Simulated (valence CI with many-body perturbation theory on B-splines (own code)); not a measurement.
Lu64+: E2, E3, M1, M2 decay

Calculated by valence CI with perturbative core correlation (CI+MBPT): five valence electrons over a frozen Dirac-Fock core [He], a basis of 9 s, 9 p, 8 d, 6 f, 3 g, 1 h functions for each j, with the one-electron correlation potential Σ1, the two-electron term Σ2, the three-electron term Σ3, Breit, model QED; selected CI, second order for the rest (own B-spline code, finite nucleus).

No measured spectrum was set against this ion. As an estimate, large intervals hold to a few tenths of a per cent, small ones and those within an open d or f shell to about a per cent. Among the levels kept, up to 1200 cm⁻¹ of a level comes from second order outside the variational space, and about a tenth of that is noise between levels of different J, which matters for small intervals.

Lines 1 to 50 of 54 in falling wavelength, among levels below 82227 × 10³ cm⁻¹, chosen from the decays that carry over 1 % of a level's rate. Wavelengths and rates use the calculated energies. Electric multipoles are in the length gauge, E1 and E2 with the static RPA response of the core. S is in atomic units (e²a₀⁴ for E2 and M2, e²a₀⁶ for E3), for M1 in squared Bohr magnetons. Weak lines are less certain than strong ones. Lines between different terms over intervals too small for the method are left out, as are lines whose strength nearly cancels. The highest levels of a list are the least certain.

Levels are named by their leading jj configuration (3d3/2^4 stands for four electrons in 3d with j = 3/2), which in mixed levels can hold well under half, so a name can repeat and another be missing. Letters in brackets count levels of one name in rising energy.

| λ vac (Å) | Upper | Lower | Type | A (s⁻¹) | S (a.u.) |
| --- | --- | --- | --- | --- | --- |
| 10.84 | (2s^2 2p1/2 2p3/2^2) J=3/2 | (2s^2 2p1/2^2 2p3/2) J=3/2 | M1 | 1.41e+10 | 2.66e+00 |
| 10.81 | (2s^2 2p3/2^3) J=3/2 | (2s^2 2p1/2 2p3/2^2) J=1/2 | M1 | 3.49e+09 | 6.54e-01 |
| 10.62 | (2s^2 2p1/2 2p3/2^2) J=5/2 | (2s^2 2p1/2^2 2p3/2) J=3/2 | M1 | 2.34e+09 | 6.25e-01 |
| 10.62 | (2s^2 2p1/2 2p3/2^2) J=5/2 | (2s^2 2p1/2^2 2p3/2) J=3/2 | E2 | 7.18e+07 | 5.21e-05 |
| 10.37 | (2s^2 2p3/2^3) J=3/2 | (2s^2 2p1/2 2p3/2^2) J=5/2 | M1 | 3.92e+09 | 6.49e-01 |
| 10.20 | (2s^2 2p1/2 2p3/2^2) J=1/2 | (2s^2 2p1/2^2 2p3/2) J=3/2 | M1 | 7.91e+09 | 6.22e-01 |
| 10.18 | (2s^2 2p3/2^3) J=3/2 | (2s^2 2p1/2 2p3/2^2) J=3/2 | M1 | 1.57e+10 | 2.45e+00 |
| 1.522 | (2s^2 2p1/2 2p3/2 3p1/2) J=3/2 [a] | (2s^2 2p1/2 2p3/2^2) J=1/2 | E2 | 2.15e+11 | 6.27e-06 |
| 1.520 | (2s^2 2p1/2 2p3/2 3p1/2) J=5/2 | (2s^2 2p1/2 2p3/2^2) J=1/2 | E2 | 4.08e+11 | 1.77e-05 |
| 1.514 | (2s^2 2p1/2 2p3/2 3p1/2) J=1/2 | (2s^2 2p1/2 2p3/2^2) J=5/2 | E2 | 4.44e+11 | 6.31e-06 |
| 1.513 | (2s^2 2p1/2 2p3/2 3p1/2) J=3/2 [a] | (2s^2 2p1/2 2p3/2^2) J=5/2 | M1 | 2.01e+10 | 1.04e-02 |
| 1.513 | (2s^2 2p1/2 2p3/2 3p1/2) J=3/2 [b] | (2s^2 2p1/2 2p3/2^2) J=1/2 | E2 | 1.89e+11 | 5.34e-06 |
| 1.513 | (2s^2 2p1/2^2 3p1/2) J=1/2 | (2s^2 2p1/2^2 2p3/2) J=3/2 | E2 | 2.13e+12 | 3.01e-05 |
| 1.513 | (2s^2 2p1/2^2 3p1/2) J=1/2 | (2s^2 2p1/2^2 2p3/2) J=3/2 | M1 | 3.39e+10 | 8.71e-03 |
| 1.511 | (2s^2 2p1/2 2p3/2 3p1/2) J=5/2 | (2s^2 2p1/2 2p3/2^2) J=5/2 | E2 | 1.21e+12 | 5.10e-05 |
| 1.510 | (2s^2 2p1/2 2p3/2 3p1/2) J=1/2 | (2s^2 2p1/2 2p3/2^2) J=3/2 | E2 | 6.65e+11 | 9.33e-06 |
| 1.510 | (2s^2 2p1/2 2p3/2 3p1/2) J=1/2 | (2s^2 2p1/2 2p3/2^2) J=3/2 | M1 | 2.92e+10 | 7.47e-03 |
| 1.509 | (2s^2 2p1/2 2p3/2 3p1/2) J=3/2 [a] | (2s^2 2p1/2 2p3/2^2) J=3/2 | E2 | 1.30e+12 | 3.64e-05 |
| 1.507 | (2s^2 2p1/2 2p3/2 3p1/2) J=5/2 | (2s^2 2p1/2 2p3/2^2) J=3/2 | E2 | 3.01e+11 | 1.25e-05 |
| 1.504 | (2s^2 2p1/2 2p3/2 3p1/2) J=3/2 [b] | (2s^2 2p1/2 2p3/2^2) J=5/2 | E2 | 1.19e+12 | 3.27e-05 |
| 1.500 | (2s^2 2p1/2 2p3/2 3p1/2) J=3/2 [b] | (2s^2 2p1/2 2p3/2^2) J=3/2 | E2 | 8.24e+10 | 2.23e-06 |
| 1.460 | (2s^2 2p1/2 2p3/2 3p3/2) J=3/2 [a] | (2s^2 2p1/2 2p3/2^2) J=1/2 | E2 | 5.20e+10 | 1.23e-06 |
| 1.456 | (2s 2p1/2^2 2p3/2 3p3/2) J=7/2 | (2s 2p1/2^2 2p3/2^2) J=5/2 | E2 | 7.06e+11 | 3.30e-05 |
| 1.455 | (2s^2 2p1/2 2p3/2 3p3/2) J=3/2 [b] | (2s^2 2p1/2 2p3/2^2) J=1/2 | E2 | 3.75e+11 | 8.75e-06 |
| 1.454 | (2s^2 2p1/2 2p3/2 3p3/2) J=5/2 [b] | (2s^2 2p1/2 2p3/2^2) J=1/2 | E2 | 4.24e+11 | 1.48e-05 |
| 1.454 | (2s 2p1/2^2 2p3/2 3p3/2) J=1/2 [b] | (2s 2p1/2^2 2p3/2^2) J=3/2 | E2 | 1.26e+12 | 1.46e-05 |
| 1.453 | (2s^2 2p1/2 2p3/2 3p3/2) J=5/2 [a] | (2s^2 2p1/2 2p3/2^2) J=5/2 | E2 | 1.67e+11 | 5.80e-06 |
| 1.452 | (2s^2 2p1/2 2p3/2 3p3/2) J=1/2 [a] | (2s^2 2p1/2 2p3/2^2) J=5/2 | E2 | 1.34e+11 | 1.54e-06 |
| 1.452 | (2s^2 2p1/2 2p3/2 3p3/2) J=3/2 [a] | (2s^2 2p1/2 2p3/2^2) J=5/2 | E2 | 4.98e+11 | 1.15e-05 |
| 1.451 | (2s^2 2p1/2 2p3/2 3p3/2) J=7/2 | (2s^2 2p1/2 2p3/2^2) J=5/2 | E2 | 7.46e+11 | 3.42e-05 |
| 1.450 | (2s^2 2p1/2^2 3p3/2) J=3/2 | (2s^2 2p1/2^2 2p3/2) J=3/2 | E2 | 1.06e+12 | 2.43e-05 |
| 1.449 | (2s^2 2p1/2 2p3/2 3p3/2) J=5/2 [a] | (2s^2 2p1/2 2p3/2^2) J=3/2 | E2 | 6.39e+11 | 2.19e-05 |
| 1.448 | (2s^2 2p1/2 2p3/2 3p3/2) J=1/2 [a] | (2s^2 2p1/2 2p3/2^2) J=3/2 | E2 | 7.42e+11 | 8.44e-06 |
| 1.448 | (2s^2 2p1/2 2p3/2 3p3/2) J=3/2 [a] | (2s^2 2p1/2 2p3/2^2) J=3/2 | E2 | 2.35e+11 | 5.34e-06 |
| 1.447 | (2s^2 2p1/2 2p3/2 3p3/2) J=3/2 [b] | (2s^2 2p1/2 2p3/2^2) J=5/2 | E2 | 8.15e+10 | 1.85e-06 |
| 1.447 | (2s^2 2p1/2 2p3/2 3p3/2) J=7/2 | (2s^2 2p1/2 2p3/2^2) J=3/2 | E2 | 8.50e+10 | 3.85e-06 |
| 1.442 | (2s^2 2p1/2 2p3/2 3p3/2) J=1/2 [b] | (2s^2 2p1/2 2p3/2^2) J=5/2 | E2 | 1.48e+12 | 1.65e-05 |
| 1.438 | (2s^2 2p1/2 2p3/2 3p3/2) J=1/2 [b] | (2s^2 2p1/2 2p3/2^2) J=3/2 | E2 | 6.40e+11 | 7.04e-06 |
| 1.437 | (2s 2p1/2^2 2p3/2 3p3/2) J=1/2 [b] | (2s 2p1/2^2 2p3/2^2) J=5/2 | E2 | 3.88e+11 | 4.24e-06 |
| 1.426 | (2s 2p1/2^2 2p3/2 3d5/2) J=9/2 | (2s 2p1/2^2 2p3/2^2) J=5/2 | M2 | 5.23e+10 | 2.75e-06 |
| 1.426 | (2s 2p1/2^2 2p3/2 3d5/2) J=9/2 | (2s 2p1/2^2 2p3/2^2) J=5/2 | E3 | 3.19e+09 | 1.22e-06 |
| 1.420 | (2s^2 2p1/2 2p3/2 3d5/2) J=9/2 | (2s^2 2p1/2 2p3/2^2) J=5/2 | M2 | 5.20e+10 | 2.67e-06 |
| 1.420 | (2s^2 2p1/2 2p3/2 3d5/2) J=9/2 | (2s^2 2p1/2 2p3/2^2) J=5/2 | E3 | 3.32e+09 | 1.23e-06 |
| 1.378 | (2s 2p1/2^2 2p3/2 3d5/2) J=9/2 | (2s^2 2p1/2 2p3/2^2) J=5/2 | E2 | 1.81e+09 | 8.04e-08 |
| 1.278 | (2s^2 2p1/2 2p3/2 3p3/2) J=5/2 [a] | (2s^2 2p1/2^2 2p3/2) J=3/2 | E2 | 2.64e+11 | 4.83e-06 |
| 1.278 | (2s^2 2p1/2 2p3/2 3p3/2) J=1/2 [a] | (2s^2 2p1/2^2 2p3/2) J=3/2 | E2 | 5.35e+11 | 3.25e-06 |
| 1.277 | (2s^2 2p1/2 2p3/2 3p3/2) J=3/2 [a] | (2s^2 2p1/2^2 2p3/2) J=3/2 | E2 | 9.78e+11 | 1.19e-05 |
| 1.276 | (2s^2 2p1/2 2p3/2 3p3/2) J=7/2 | (2s^2 2p1/2^2 2p3/2) J=3/2 | E2 | 1.04e+12 | 2.52e-05 |
| 1.273 | (2s^2 2p1/2 2p3/2 3p3/2) J=5/2 [b] | (2s^2 2p1/2^2 2p3/2) J=3/2 | E2 | 7.79e+11 | 1.39e-05 |
| 1.270 | (2s^2 2p1/2 2p3/2 3p3/2) J=1/2 [b] | (2s^2 2p1/2^2 2p3/2) J=3/2 | E2 | 4.61e+11 | 2.71e-06 |
